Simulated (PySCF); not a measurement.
Computed shifts of a molecule CH₈N₂O₂Si, PBE/pcSseg-1 (PySCF), GIAO, gas phase, equivalent atoms averaged, in ppm (number of nuclei): ¹³C: 33.3 (1). ¹⁵N: 40.8 (1), 33.0 (1). ²⁹Si: -47.6 (1). ¹H: 3.04 (3), 1.55 (1), 1.26 (1), 0.67 (1), 0.50 (1), 0.49 (1). References: ¹³C against TMS (σ = 182.0 ppm); ¹⁵N against NH3 (σ = 267.0 ppm); ²⁹Si against TMS (σ = 335.4 ppm); ¹⁷O against H2O (σ = 334.3 ppm); ¹H against TMS (σ = 31.49 ppm), references at their B3LYP-D3(BJ)/def2-TZVP geometries, non-relativistic. The structure is a stationary point at B3LYP-D3(BJ)/def2-SVP. The values are those of a single conformer.

Problem. Which structure fits?
A) CO[Si](N)(N)O
B) NC[Si](N)(O)O
C) CN[Si](N)(O)O

Solution. C, CN[Si](N)(O)O
